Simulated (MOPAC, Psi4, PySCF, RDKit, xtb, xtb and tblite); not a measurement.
Two geometries of SMILES Cl[Si]([SiH2][SiH2]N)(Cl)Cl, singlet, relaxed at GFN2-xTB with one dihedral held; other torsions can differ between them too.

Structure A

```
13

N     -1.4672    -0.0480     1.3155
Si    -1.5803     0.7347    -0.2122
Si     0.5030     0.4296    -1.1932
Si     1.0434    -1.8197    -1.4752
Cl     0.6575    -2.8512     0.2556
Cl     2.9588    -2.2858    -1.9642
Cl    -0.1309    -2.7047    -2.8898
H     -2.2168     0.0437     1.9817
H     -1.0686    -0.9718     1.3783
H     -2.6665     0.2510    -1.0884
H     -1.9059     2.1243     0.1218
H      1.6269     1.0387    -0.4658
H      0.5746     1.0442    -2.5284
```

Structure B

```
13

N     -1.5208     0.0225     1.3232
Si    -1.6446     0.7146    -0.2464
Si     0.4466     0.4356    -1.2158
Si     2.0036    -0.6365     0.1445
Cl     2.5696     0.4984     1.7355
Cl     3.7216    -1.2610    -0.7465
Cl     1.1753    -2.3331     0.9486
H     -2.2674     0.1491     1.9868
H     -1.1078    -0.8885     1.4462
H     -2.7111     0.1508    -1.0985
H     -2.0246     2.1076     0.0064
H      1.0577     1.7080    -1.6301
H      0.3871    -0.3408    -2.4659
```

Which is lower in energy at the level DF-MP2 (frozen core)/cc-pVTZ // GFN2-xTB (Psi4), and by how much?

A is lower, by 0.52 kcal/mol (dihedral N1–Si2–Si3–Si4: 60° in A, 0° in B).

E(B) − E(A) in kcal/mol at the other levels, on the same two geometries: GFN2-xTB (xtb and tblite) -0.18; MMFF94 // GFN2-xTB (RDKit) 2.71; PBE/def2-SVP // GFN2-xTB (Psi4) 0.64; PBE-D3(BJ)/def2-SVP // GFN2-xTB (Psi4) 0.51; HF/cc-pVTZ // GFN2-xTB (Psi4) 0.70; UFF // GFN2-xTB (RDKit) 1.17; PM7, restricted, heats of formation // GFN2-xTB (MOPAC) 0.37; AM1, restricted, heats of formation // GFN2-xTB (MOPAC) -0.24; GFN1-xTB // GFN2-xTB (xtb) 0.07; restricted B3LYP/6-31G*, spherical d, density fitting // GFN2-xTB (PySCF) 0.36; restricted Hartree-Fock/STO-3G // GFN2-xTB (PySCF) -0.05; restricted Hartree-Fock/LANL2DZ, with its core potentials past Ne // GFN2-xTB (PySCF) 0.25; restricted M06-2X/6-31G*, spherical d, density fitting // GFN2-xTB (PySCF) -0.07.

MMFF94 has few fitted parameters for silicon.
